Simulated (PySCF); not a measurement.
FH2MoNOS, SMILES [NH2][Mo](=[O])([F])=[S], multiplicity 1.

Geometry: B3LYP-D3(BJ)/def2-SVP. The spin state was assumed, not searched. The structure was generated by enumeration; whether it is a known compound was not checked. The def2 effective core potentials stand for the cores of Mo; spin–orbit coupling is left out. The values are those of a single conformer.

Calculation: B3LYP/def2-TZVP (PySCF).

Isolated molecule, no solvent.

Task: Estimate the frontier levels, gap, dipole moment and polarisability. (The exact figures need the calculation; the answer reports its results.)

Result: 
```yaml
highest_occupied_level: -7.62 eV
lowest_empty_level: -3.28 eV
orbital_gap: 4.34 eV
dipole_moment: 3.73 D
quadrupole, principal values (traceless, Buckingham form, about the centre of nuclear charge): -8.73, -2.77, 11.50 D·Å
mean_static_polarisability: 68.6 bohr³ (10.17 Å³)
polarisability_principal_values: 53.3, 63.5, 89.1 bohr³
```
